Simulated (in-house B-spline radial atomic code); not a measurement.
# Ionising the gallium ion Ga²⁺ with different functionals

Computed with a radial B-spline atomic code at the basis-set limit: four-component Dirac-Coulomb Hamiltonian, Fermi nucleus of rms radius 3.9973 fm, spin-restricted, spherical fractional occupations for the functionals, and exact exchange of hybrids averaged over the configuration. The ionisation energy is the difference of two self-consistent energies, [Ar] 3d10 4s1 → [Ar] 3d10, without Breit or QED terms; ε is the level of the shell that loses the electron (mean over j).

```csv
method,rung,ΔSCF (eV),-ε(4s) (eV)
B97-1,global hybrid,30.96,26.95
CAM-B3LYP,range-separated hybrid,?,?
wB97X,range-separated hybrid,?,?
HSE06,range-separated hybrid,31.01,26.82
```

What does wB97X give?

ΔSCF 30.65 eV, and -ε(4s) = 29.84 eV.

What does CAM-B3LYP give?

ΔSCF 31.46 eV, and -ε(4s) = 28.94 eV.

Among the functionals, which spreads more, the ΔSCF values or the orbital energies?

The orbital energies: ΔSCF values span about 0.80 eV and the orbital energies 3.02 eV.

How do they compare with the NIST value?

NIST lists 30.726 eV (measured, ground level to ground level). Errors run from -0.07 to +0.73 eV; wB97X is closest (-0.07 eV), but part of that can be cancellation, since the calculations leave out Breit-QED terms, spin polarisation.
